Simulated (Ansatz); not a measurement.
tin monoxide (OSn), singlet, at a GFN2-xTB geometry (such geometries of metal compounds can be far from the true shape) (core potentials on Sn). Base run: B3LYP/def2-SV(P) run with Ansatz (a quantum-chemistry and plane-wave program).

Input for Ansatz:
Ansatz 0.2 input:
```yaml
crystal:
  periodic: [false, false, false]
  atoms:
    - {symbol: Sn, position_ang: [-0.00000000, -0.00000000, -0.24879316]}
    - {symbol: O, position_ang: [0.00000000, 0.00000000, 1.55495727]}
basis:
  gaussian:
    orbitals: def2-SV_P_.json
hamiltonian:
  xc: b3lyp
```
The basis file holds def2-SV(P) in the JSON format of the Basis Set Exchange.

The bond that is stretched is that between atoms 1 and 2. A test that says stable can miss a lower solution.

Each row names what was changed in the base input (with any setting that the change needs).

```
change                                                           ΔE vs base (mEh)  <S^2>            stability test says
---------------------------------------------------------------  ----------------  -----  -----------------------------
base                                                                        0.000  0.000  minimum (restricted orbitals)
spin_polarized = on; lower_state_search = off                               0.000  0.000       undecided (no full test)
spin_polarized = on; lower_state_search = standard                          0.000  0.000                        minimum
bond × 1.25                                                                57.985  0.000  minimum (restricted orbitals)
spin_polarized = on; lower_state_search = off; bond × 1.25                 57.985  0.000       undecided (no full test)
spin_polarized = on; lower_state_search = standard; bond × 1.25            55.559  0.408                        minimum
bond × 1.5                                                                  149.2  0.000  minimum (restricted orbitals)
spin_polarized = on; lower_state_search = off; bond × 1.5                   120.7  1.070       undecided (no full test)
spin_polarized = on; lower_state_search = standard; bond × 1.5              120.7  1.070                        minimum
bond × 1.8                                                                  226.8  0.000  minimum (restricted orbitals)
spin_polarized = on; lower_state_search = off; bond × 1.8                   162.1  1.514       undecided (no full test)
spin_polarized = on; lower_state_search = standard; bond × 1.8              162.1  1.514                        minimum
bond × 2.2                                                                  282.7  0.000  minimum (restricted orbitals)
spin_polarized = on; lower_state_search = off; bond × 2.2                   181.5  1.796       undecided (no full test)
spin_polarized = on; lower_state_search = standard; bond × 2.2              181.5  1.796                        minimum
bond × 3.0                                                                  308.1  0.000  minimum (restricted orbitals)
spin_polarized = on; lower_state_search = off; bond × 3.0                   222.3  1.857       undecided (no full test)
spin_polarized = on; lower_state_search = standard; bond × 3.0              191.2  1.944                        minimum
```

Where a bond breaks into two radicals, a solution with restricted orbitals usually stops being the lowest and lies too high; an unrestricted one lies lower at the price of spin contamination, which <S^2> shows.
